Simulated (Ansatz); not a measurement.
Total energies of CHClNSn (`N#[C][SnH][Cl]`) radical.

```xyz
5

N    -1.152    0.077   -2.174
C    -0.650    0.176   -1.140
Sn    0.196    0.529    0.773
Cl   -0.297   -1.397    1.975
H     1.902    0.614    0.567
```

The species carries charge 0 and has multiplicity 2. Correlated methods include outer-core shells of Sn, which these sets cover unevenly. Sn takes the def2 core potential. The geometry is a stationary point of PBE0-D4/def2-TZVP. Basis def2-TZVPP, Ansatz 0.2.0.

RPA on PBE orbitals: Hartree–Fock energy of these orbitals -765.75702 Eh, correlation -1.24944 Eh (frozen core).

```json
{"functional": "LDA (SPW92)", "energy without D4 (Eh)": "-765.37452", "D4 term (kJ/mol)": "–"}
{"functional": "revPBE", "energy without D4 (Eh)": "-767.94068", "D4 term (kJ/mol)": "-31.1"}
{"functional": "BLYP", "energy without D4 (Eh)": "-767.92947", "D4 term (kJ/mol)": "-27.0"}
{"functional": "B97M-V", "energy without D4 (Eh)": "-767.87458", "D4 term (kJ/mol)": "–"}
{"functional": "PBE0", "energy without D4 (Eh)": "-767.74233", "D4 term (kJ/mol)": "-10.9"}
{"functional": "B3LYP", "energy without D4 (Eh)": "-768.08944", "D4 term (kJ/mol)": "-20.9"}
{"functional": "r2SCANh", "energy without D4 (Eh)": "-767.97979", "D4 term (kJ/mol)": "-3.2"}
{"functional": "r2SCAN0", "energy without D4 (Eh)": "-767.95096", "D4 term (kJ/mol)": "-3.5"}
{"functional": "HSE06 (plane-wave form)", "energy without D4 (Eh)": "-767.72861", "D4 term (kJ/mol)": "-10.3"}
{"functional": "BHLYP", "energy without D4 (Eh)": "-767.87599", "D4 term (kJ/mol)": "-19.1"}
{"functional": "CAM-B3LYP", "energy without D4 (Eh)": "-767.95294", "D4 term (kJ/mol)": "-11.4"}
{"functional": "LC-ωPBE", "energy without D4 (Eh)": "-767.83253", "D4 term (kJ/mol)": "–"}
{"functional": "B2PLYP", "energy without D4 (Eh)": "-767.59438", "D4 term (kJ/mol)": "–"}
{"functional": "PBE-QIDH", "energy without D4 (Eh)": "-767.44630", "D4 term (kJ/mol)": "–"}
```

Question: Give the same for PBE, r2SCAN, ωB97X-V, ωB97M-V. (An estimate is asked.)

Answer: Computed: 
```csv
functional,energy without D4 (Eh),D4 term (kJ/mol)
PBE,-767.69970,-12.7
r2SCAN,-767.99984,-2.9
ωB97X-V,-767.88110,–
ωB97M-V,-767.90664,–
```

B3LYP takes the VWN-RPA correlation (the form of Gaussian; ORCA's B3LYP/G). HSE06 is the plane-wave form, built on full-range PBE exchange. The double hybrids freeze the cores in their second-order part.

LC-ωPBE has ω = 0.4 bohr⁻¹.
